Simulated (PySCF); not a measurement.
# Ionisation energy of B⁺ by level of theory

B⁺ [He] 2s2 (1S) → B²⁺ [He] 2s1 (2S), as a difference of total energies. Calculation: PySCF 2.14, in aug-cc-pVTZ (5s4p3d2f, 46 functions); the non-relativistic Hamiltonian (point nucleus). Correlated levels: valence: 1s2 frozen. The calculations carry no spin-orbit coupling.

Task: Order these methods by the ionisation energy they give, lowest first.
A. UHF
B. MP2 (valence)
C. CCSD (valence)
D. SCS-MP2 (valence)

Result: A (23.442 eV), B (24.422 eV), D (24.618 eV), C (25.070 eV).

Errors of the correlated levels include the incompleteness of this basis and the frozen core.

With two correlated electrons CCSD is exact in that space.

For comparison: 25.155 eV (measured; NIST Atomic Spectra Database, ionization energies).
